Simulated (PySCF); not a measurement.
PySCF 2.14 output of an unrestricted B3LYP calculation on a single atom or ion in aug-cc-pV(Q+d)Z with one added diffuse shell each of s, p, d, f, g type (8s7p6d4f3g, 114 functions), with no relativity, point nucleus:

```
SCF conv_tol = 1e-09
number electrons alpha = 10  beta = 7
    P. J. Stephens, F. J. Devlin, C. F. Chabalowski, and M. J. Frisch.,  J. Phys. Chem. 98, 11623 (1994)
cycle= 1 E= -459.322005372126  delta_E= -0.00968  |g|= 0.0391  |ddm|=  1.2
cycle= 2 E= -459.323204334322  delta_E= -0.0012  |g|= 0.0307  |ddm|= 0.352
cycle= 3 E= -459.322195906812  delta_E= 0.00101  |g|= 0.00497  |ddm|= 0.267
cycle= 4 E= -459.322089446201  delta_E= 0.000106  |g|= 0.00347  |ddm|= 0.102
cycle= 5 E= -459.321997250173  delta_E= 9.22e-05  |g|= 0.000379  |ddm|= 0.0485
cycle= 6 E= -459.321996845251  delta_E= 4.05e-07  |g|= 0.000104  |ddm|= 0.00571
cycle= 7 E= -459.321996893434  delta_E= -4.82e-08  |g|= 4.38e-05  |ddm|= 0.0038
cycle= 8 E= -459.32199690939  delta_E= -1.6e-08  |g|= 6.56e-06  |ddm|= 0.00264
cycle= 9 E= -459.321996909467  delta_E= -7.67e-11  |g|= 2.01e-07  |ddm|= 0.00036
converged SCF energy = -459.321996909467  <S^2> = 3.7538576  2S+1 = 4.0019283
```

The run itself started from symmetry-adapted Hartree-Fock orbitals and held the occupation by maximum overlap, on a logarithmic radial grid, so the iterations belong to that start.

Task: Which element, charge and spin multiplicity is this?

Result: Cl (chlorine, neutral), multiplicity 4; the state was [Ne] 3s1 3p5 3d1, one real determinant (an excited configuration).

⟨L²⟩ = 8.00 against 12 for a pure F term, so this real determinant mixes terms. The outer electron is Rydberg-like, and this basis confines it to a smaller radius and binds it less than a complete one would.
